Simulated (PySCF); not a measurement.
Molecule: SMILES N#CSc1cccs1, C₅H₃NS₂.

Geometry:
| atom | x (Å) | y (Å) | z (Å) |
| --- | --- | --- | --- |
| N1 | 3.641 | 0.307 | 0.250 |
| C2 | 2.825 | -0.435 | 0.618 |
| S3 | 1.687 | -1.535 | 1.194 |
| C4 | 0.204 | -0.743 | 0.643 |
| C5 | 0.022 | 0.494 | 0.076 |
| C6 | -1.350 | 0.744 | -0.207 |
| C7 | -2.168 | -0.292 | 0.149 |
| S8 | -1.284 | -1.601 | 0.828 |
| H9 | 0.839 | 1.187 | -0.127 |
| H10 | -1.714 | 1.668 | -0.659 |
| H11 | -3.251 | -0.367 | 0.053 |

Geometry PBE0-D3(BJ)/def2-SVP throughout; GIAO in PySCF 2.14, gas phase, one conformer, non-relativistic; equivalent atoms averaged; basis pcSseg-1.

For orientation, PBE0 gives these absolute shieldings σ: N1 -92.2, C7 49.6, C6 51.8, C4 50.5, C5 53.1, S3 470.6, H9 23.92, H10 24.10, H11 24.03 ppm.

A run gave: N1 -90.9, C7 49.3, C6 49.8, C4 50.1, C5 51.6, S3 446.6, H9 23.96, H10 24.12, H11 24.13 ppm (absolute shieldings σ).

Which functional was used in that run?
A. WP04
B. wB97X-D
C. OPBE
D. CAM-B3LYP
E. PBE

Results:

E. S3 tells them apart best: PBE gives 446.6, OPBE gives 467.5, WP04 gives 396.4, CAM-B3LYP gives 461.9, wB97X-D gives 468.8 ppm.
